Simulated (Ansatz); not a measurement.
`C[S][Mg][F]` + NH₃ → `[NH2][Mg][F]` + CH₃SH at 600 K and 1 bar (ligand exchange at a Mg–S bond).

Isolated molecules relaxed with PBE0-D4/def2-TZVP in Ansatz; ΔE leaves out vibrations. CBS: MP2 limit from def2 TZ/QZ plus the TZ coupled-cluster correction, frozen cores. This one scheme is used for every species. For Mg outer-core shells are correlated without core-valence functions, which leaves a few kJ/mol of doubt a bond. One conformer a species, not always the lowest.

```csv
species,CCSD(T)/CBS energy (Eh),H − E (kJ/mol),S (J/(mol·K))
`C[S][Mg][F]`,-737.42523,155.5,404.0
NH₃,-56.50880,112.4,219.5
`[NH2][Mg][F]`,-355.68386,106.4,330.3
CH₃SH,-438.22835,152.3,296.8
```

H − E and S are ideal-gas, rigid-rotor, harmonic terms from PBE0-D4/def2-TZVP, for one conformer and one mirror image of each species. 1 Eh = 2625.50 kJ/mol, R = 8.31446 J/(mol·K).

**Question.** By hand: ΔE, ΔH, ΔS and ΔG.

**Answer.** ΔE = (-355.68386) + (-438.22835) − (-737.42523) − (-56.50880) = 0.02182 Eh = 57.3 kJ/mol. Δ(H − E) = 106.4 + 152.3 − 155.5 − 112.4 = -9.2, so ΔH = 48.1 kJ/mol. ΔS = 330.3 + 296.8 − 404.0 − 219.5 = 3.6 J/(mol·K). ΔG = 48.1 − 600 × (3.6)/1000 = 45.9 kJ/mol.

**Question.** By hand: the equilibrium constant, and the temperature at which ΔG would vanish if ΔH and ΔS stayed fixed.

**Answer.** log₁₀ K = −ΔG/(RT ln 10) = -4.0. ΔG = 0 at ΔH/ΔS = 13361 K, far beyond where these terms or the molecules hold.

The number of gas molecules stays the same, so ΔS is small and ΔH decides. A doubt of 5 kJ/mol in ΔE shifts log₁₀ K by 0.4 here. Other conformers and mirror images would add mixing entropy, several J/(mol·K) or more a flexible species. These are equilibria of isolated gas molecules and say nothing of rates. Largest T1 diagnostic: 0.011 (customary marks: 0.02 for closed shells, 0.045 for open ones).
